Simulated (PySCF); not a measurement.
GeHO, SMILES [OH][Ge] (connectivity only; charge and spin as stated), neutral, multiplicity 2. Geometry: PBE0-D3(BJ)/def2-TZVP.

Level of theory: PBE0-D3(BJ)/def2-TZVP (PySCF).

Harmonic wavenumbers (cm⁻¹): 692, 790, 3860. Rotational constants (GHz): 720.8, 11.14, 10.97; symmetry number 1.

Problem. Work out the zero-point energy and the ideal-gas rigid-rotor harmonic-oscillator thermochemistry at 298.15 K and 1 atm.

Solution. ZPE = ½ Σ hcν = ½ × 5342 cm⁻¹ = 31.95 kJ/mol. H − E(el) = 42.39 kJ/mol. Entropy in J/(mol K): translation 164.82, rotation 78.83, vibration 2.22, spin 5.76, total 251.63. G − E(el) = -32.64 kJ/mol. Cp = 39.58 J/(mol K).
